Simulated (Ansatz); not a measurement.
`B[SiH2]CN` + H₂ → `NC[SiH3]` + BH₃ at 298.15 K and 1 bar (hydrogenolysis of the Si–B bond).

Computed with Ansatz on PBE0-D4/def2-TZVP structures; ΔE is electronic, products minus reactants. CCSD(T)/CBS adds triple-zeta CCSD(T) − MP2 to the extrapolated MP2 energy (def2 sets, frozen cores). This one scheme is used for every species. Each species was taken in one conformer, which may not be the lowest.

```json
{"species": "`B[SiH2]CN`", "CCSD(T)/CBS energy (Eh)": "-411.38926", "H − E (kJ/mol)": "260.3", "S (J/(mol·K))": "344.3"}
{"species": "H₂", "CCSD(T)/CBS energy (Eh)": "-1.17544", "H − E (kJ/mol)": "35.1", "S (J/(mol·K))": "130.4"}
{"species": "`NC[SiH3]`", "CCSD(T)/CBS energy (Eh)": "-386.02732", "H − E (kJ/mol)": "224.2", "S (J/(mol·K))": "295.0"}
{"species": "BH₃", "CCSD(T)/CBS energy (Eh)": "-26.55200", "H − E (kJ/mol)": "78.7", "S (J/(mol·K))": "188.3"}
```

H − E and S are ideal-gas, rigid-rotor, harmonic terms from PBE0-D4/def2-TZVP, for one conformer and one mirror image of each species. For small species the MP2-based limit differs from directly extrapolated CCSD(T) by up to some mEh (0.8 for H₂); such offsets cancel only in part. 1 Eh = 2625.50 kJ/mol, R = 8.31446 J/(mol·K).

By hand: ΔE, ΔH, ΔS and ΔG.

ΔE = (-386.02732) + (-26.55200) − (-411.38926) − (-1.17544) = -0.01462 Eh = -38.4 kJ/mol. Δ(H − E) = 224.2 + 78.7 − 260.3 − 35.1 = 7.5, so ΔH = -30.9 kJ/mol. ΔS = 295.0 + 188.3 − 344.3 − 130.4 = 8.6 J/(mol·K). ΔG = -30.9 − 298.15 × (8.6)/1000 = -33.5 kJ/mol.

By hand: the equilibrium constant, and the temperature at which ΔG would vanish if ΔH and ΔS stayed fixed.

log₁₀ K = −ΔG/(RT ln 10) = 5.9. ΔH and −TΔS have one sign here, so there is no such temperature.

The number of gas molecules stays the same, so ΔS is small and ΔH decides. A doubt of 5 kJ/mol in ΔE shifts log₁₀ K by 0.9 here. Other conformers and mirror images would add mixing entropy, several J/(mol·K) or more a flexible species. These are equilibria of isolated gas molecules and say nothing of rates. Largest T1 diagnostic: 0.011 (customary marks: 0.02 for closed shells, 0.045 for open ones).

ΔS is within the doubt of such terms, so its sign, and with it that verdict, could turn.
